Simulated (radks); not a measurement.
The numbers below are computed, except where a source is named.
How relativity changes the ionisation of the scandium ion Sc18+ ([He] 2s1) to Sc19+ ([He]). Spin-unpolarised spherical Kohn-Sham, LDA (Slater exchange, Perdew-Wang correlation), point nucleus unless stated (finite: rms radius 3.5459 fm), a radial shooting solver on a logarithmic mesh with Libxc functionals. A level marked "c x" has the speed of light scaled by that factor.

level                        E(Sc18+) (hartree)  E(Sc19+) (hartree)  IE (eV)   HOMO  <r> HOMO (bohr)
non-rel.                             -473.15842          -426.40180   1272.3     2s           0.3044
scalar-rel.                          -475.98109          -428.89778   1281.2     2s           0.3021
scalar-rel., finite nucleus          -475.97970          -428.89646   1281.2     2s           0.3021
Dirac                                -475.98109          -428.89778   1281.2  2s1/2           0.3019
Dirac, finite nucleus                -475.97969          -428.89646   1281.2  2s1/2           0.3019
Dirac, c x 0.75                      -478.22339          -430.88043   1288.3  2s1/2           0.3000
Dirac, c x 2                         -473.85787          -427.02032   1274.5  2s1/2           0.3038
Dirac, c x 10                        -473.18632          -426.42648   1272.4  2s1/2           0.3043

NIST Atomic Spectra Database: 1288.0 eV (theoretical). The relativistic part of the total energy of Sc18+ is -2.821 hartree (Dirac, finite nucleus), 0.6 % of the non-relativistic value. Spin polarisation and multiplet splitting of open shells are left out at every level.

Beside tabulated values, note that spin-unpolarised runs miss the spin-polarisation part of the exchange energy of open shells.
